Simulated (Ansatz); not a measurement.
Mulliken charges of `Cl[SiH2][GeH2][Cl]` from B3LYP/def2-TZVPP in Ansatz (PBE0-D4/def2-TZVP geometry).

| atom | x (Å) | y (Å) | z (Å) | charge (e) |
| --- | --- | --- | --- | --- |
| Cl1 | -2.481 | 0.766 | 0.010 | -0.231 |
| Si2 | -0.730 | 0.219 | 0.932 | 0.342 |
| Ge3 | 0.936 | -0.110 | -0.741 | 0.267 |
| Cl4 | 0.257 | -1.766 | -1.955 | -0.312 |
| H5 | -0.330 | 1.302 | 1.864 | -0.048 |
| H6 | -0.956 | -1.039 | 1.682 | -0.040 |
| H7 | 1.095 | 1.092 | -1.683 | 0.015 |
| H8 | 2.301 | -0.521 | -0.164 | 0.008 |

Problem. By hand: the dipole of these point charges (1 e Å = 4.8032 D).

Solution. Σ q r = (0.582, 0.411, 0.545) e Å, of length 0.897 e Å = 4.31 D.

Problem. How does the dipole of the full density compare? (Estimate.)

Solution. The calculation gave: (0.267, 0.241, 0.352) e Å, 2.42 D; the point charges give 1.78 times that, at 9° from its direction.

Point charges leave out the atoms' own dipoles, such as those of lone pairs, and Mulliken's split depends on the basis, so the two needn't agree.

B3LYP here is the variant with VWN-RPA as its local correlation; programs differ in this.
